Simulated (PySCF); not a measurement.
# From computed data to an observable: dipole moment from atomic charges

H3InO2S, SMILES [OH][In]([OH])[SH]. Atoms are numbered in the order given.

```xyz
7

In     0.0039     0.2557     0.0000
O      1.5847     1.4906     0.0000
H      2.4240     1.0089     0.0000
O     -1.7939     1.1361     0.0000
H     -1.7024     2.1004     0.0000
S      0.1244    -2.1497     0.0000
H     -1.2264    -2.2562     0.0000
```

The structure is a stationary point at B3LYP-D3(BJ)/def2-SVP. The def2 effective core potentials stand for the cores of In; spin–orbit coupling is left out. Other conformers were not sampled.

Charges (e) from ωB97X/def2-TZVP (PySCF):

| atom | Mulliken | ESP fit |
|---|---|---|
| In1 | 0.891 | 0.937 |
| O2 | -0.653 | -0.755 |
| H3 | 0.317 | 0.395 |
| O4 | -0.656 | -0.807 |
| H5 | 0.322 | 0.445 |
| S6 | -0.401 | -0.428 |
| H7 | 0.180 | 0.213 |

The dipole moment of the full density is 0.80 D.

**Question.** What dipole moment does each set of point charges give, and which comes closer to that of the density?

**Answer.** 
μ = Σ q r, and 1 e Å = 4.8032 D.
Mulliken: Σ q r = (0.095, -0.039, 0.000) e Å, |μ| = 0.49 D.
ESP fit: Σ q r = (0.140, -0.030, 0.000) e Å, |μ| = 0.69 D.
ESP fit comes closer in size. Point charges leave out the atoms' own dipoles (lone pairs, polarised bonds); fits to the potential absorb them, partitions of the density don't.
